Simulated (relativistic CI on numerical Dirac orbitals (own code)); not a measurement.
**Re24+: computed level list**

Method of calculation: Dirac-Coulomb-Breit CI, separate exchange-only KLI orbitals for each configuration, a model potential for QED, unscaled Slater integrals (own radial code, finite nucleus).

CI space (outside the closed core [Ar] 3d10 4p6 4d10): 4s²4f⁵, 4s²4f⁴5s, 4s²4f³5s², 4s²4f⁴5p, 4s²4f³5s5p, 4s²4f³5p², 4s²4f⁴6s, 4s4f⁶. Levels of other configurations are missing.

The lowest level is 4s²4f⁵ ⁶H°5/2, with 72 % of that term; Hund's rules for 4s²4f⁵ give ⁶H° with J = 5/2, in agreement.

| No. | Configuration | Term | J | E (cm⁻¹) | % | Landé g | Lifetime (s) |
| --- | --- | --- | --- | --- | --- | --- | --- |
| 1 | 4s²4f⁵ | ⁶H° | 5/2 | 0.0 | 72 | 0.387 |  |
| 2 | 4s²4f⁵ | ⁶H° | 7/2 | 10649.1 | 84 | 0.853 | 1.13e-02 |
| 3 | 4s²4f⁵ | ⁶H° | 9/2 | 20435.3 | 89 | 1.066 | 1.13e-02 |
| 4 | 4s²4f⁵ | ⁶F° | 5/2 | 26160.2 | 54 | 1.164 | 7.99e-03 |
| 5 | 4s²4f⁵ | ⁶F° | 3/2 | 26160.3 | 72 | 0.976 | 2.80e-02 |
| 6 | 4s²4f⁵ | ⁶F° | 1/2 | 27148.8 | 85 | -0.555 | 6.98e+00 |
| 7 | 4s²4f⁵ | ⁶H° | 11/2 | 28939.9 | 86 | 1.178 | 1.80e-02 |
| 8 | 4s²4f⁵ | ⁶F° | 7/2 | 35489.1 | 71 | 1.332 | 1.13e-02 |
| 9 | 4s²4f⁵ | ⁶H° | 13/2 | 36149.7 | 77 | 1.237 | 3.88e-02 |
| 10 | 4s²4f⁵ | ⁶H° | 15/2 | 40962.9 | 55 | 1.232 | 2.64e-01 |
| 11 | 4s²4f⁵ | ⁶F° | 9/2 | 45055.5 | 80 | 1.390 | 1.80e-02 |
| 12 | 4s²4f⁵ | ⁶F° | 5/2 | 51613.1 | 31 | 0.908 | 8.87e-04 |
| 13 | 4s²4f⁵ | ⁶F° | 11/2 | 54097.2 | 80 | 1.410 | 3.81e-02 |
| 14 | 4s²4f⁵ | ⁴M° | 15/2 | 54349.1 | 51 | 0.954 | 1.03e-02 |
| 15 | 4s²4f⁵ | ⁴F° | 3/2 | 58316.9 | 77 | 0.538 | 1.47e-03 |
| 16 | 4s²4f⁵ | ⁴L° | 13/2 | 63033.2 | 42 | 0.935 | 3.33e-03 |
| 17 | 4s²4f⁵ | ⁴I° | 9/2 | 63048.3 | 72 | 0.798 | 1.64e-03 |
| 18 | 4s²4f⁵ | ⁴K° | 11/2 | 63527.5 | 52 | 0.887 | 2.11e-03 |
| 19 | 4s²4f⁵ | ⁴G° | 7/2 | 66595.3 | 49 | 1.056 | 1.16e-03 |
| 20 | 4s²4f⁵ | ⁴M° | 17/2 | 68779.0 | 69 | 1.001 | 6.54e-03 |
| 21 | 4s²4f⁵ | ⁴P° | 5/2 | 69136.5 | 32 | 1.385 | 1.48e-03 |
| 22 | 4s²4f⁵ | ²P° | 1/2 | 75968.6 | 65 | 0.421 | 1.39e-03 |
| 23 | 4s²4f⁵ | ⁴K° | 15/2 | 77545.4 | 30 | 1.025 | 2.56e-03 |
| 24 | 4s²4f⁵ | ⁴M° | 19/2 | 78536.8 | 70 | 1.064 | 3.17e-02 |
| 25 | 4s²4f⁵ | ⁴G° | 9/2 | 78687.6 | 56 | 1.110 | 2.74e-03 |
| 26 | 4s²4f⁵ | ⁶P° | 3/2 | 80226.6 | 48 | 1.938 | 4.24e-03 |
| 27 | 4s²4f⁵ | ⁴F° | 5/2 | 81285.5 | 61 | 0.922 | 9.70e-04 |
| 28 | 4s²4f⁵ | ⁴M° | 21/2 | 83521.8 | 65 | 1.101 | 3.77e-01 |
| 29 | 4s²4f⁵ | ⁴L° | 15/2 | 83533.1 | 28 | 1.050 | 1.69e-03 |
| 30 | 4s²4f⁵ | ⁴L° | 13/2 | 83958.2 | 38 | 0.939 | 2.02e-03 |

Energies count from the lowest computed level; ° marks odd parity; lifetimes are radiative, by E1, M1, E2, M2 decay to levels of this space only.

The mean weight of the leading LS term, summed over parents, in these 30 levels is 61 %, and that of the leading jj configuration (from the same eigenvectors) 54 %.

At this charge energies of transitions that change n are usually good to better than 1 %, and those within a shell (Δn = 0) to a few per cent. Terms inside the open d or f shell come out 10 to 20 % too wide with unscaled integrals.

LS names give the leading component of a level, which can be under half, so a name can repeat, a term be missing and a line seem to break the LS rules.
